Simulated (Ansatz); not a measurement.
Reactions of CH$_{7}$ClOSiSn (`[CH3][SnH]([Cl])[O][SiH3]`).

Isolated molecules relaxed with PBE0-D4/def2-TZVP in Ansatz; ΔE leaves out vibrations. CBS: MP2 limit from def2 TZ/QZ plus the TZ coupled-cluster correction, frozen cores. This one scheme is used for every species, atoms too. For atomizations the MP2-based limit and the directly extrapolated one differ by several kJ/mol either way, and by 10 to 25 for some Ge, Se and Sn compounds, so smaller differences from it don't rank the levels. No spin–orbit coupling; open shells (•) take unrestricted orbitals. Spin–orbit coupling would lower the free atoms: a little for C, Cl, O, Si; strongly for Sn. Elements past krypton have def2 core potentials. Bonds to As, Sn, Zn are less sure, by a few kJ/mol each and by 10 to 20 or more in all where they break to atoms, as the def2 sets lack core-valence functions. Scalar relativity is left out up to krypton. Each species was taken in one conformer, which may not be the lowest.

Task: Order these by ΔE at CCSD(T)/CBS, lowest first. (Estimate.)
A. `[CH3][SnH]([Cl])[O][SiH3]` + H₂ → `[CH3][SnH2][Cl]` + `O[SiH3]`
B. `[CH3][SnH]([Cl])[O][SiH3]` + `C[NH][ZnH]` → `C[N](C)[ZnH]` + `[SiH3][O][SnH2][Cl]`
C. `[CH3][SnH]([Cl])[O][SiH3]` → C• + Cl• + 7 H• + O• + Si• + Sn•
D. `[CH3][SnH]([Cl])[O][SiH3]` + H–F → `[F][SnH]([Cl])[O][SiH3]` + CH₄
E. `[CH3][SnH]([Cl])[O][SiH3]` + CH₃OH → `C[O][SnH]([Cl])[O][SiH3]` + CH₄
F. `[CH3][SnH]([Cl])[O][SiH3]` + `C[SiH2][AsH2]` → `C[SiH]([SiH3])[AsH2]` + `[CH3][SnH]([OH])[Cl]`
G. `[CH3][SnH]([Cl])[O][SiH3]` + `BO[SiH3]` → `[SiH3]BO[SiH3]` + `[CH3][SnH]([OH])[Cl]`
H. `[CH3][SnH]([Cl])[O][SiH3]` + H₂O → `[CH3][SnH]([OH])[Cl]` + `O[SiH3]`

Result: D (-14.1 kcal/mol), E (-9.0 kcal/mol), H (+5.6 kcal/mol), A (+8.6 kcal/mol), B (+18.2 kcal/mol), F (+23.5 kcal/mol), G (+30.6 kcal/mol), C (+946.0 kcal/mol).

Largest T1 diagnostic: 0.015, for `C[NH][ZnH]`.
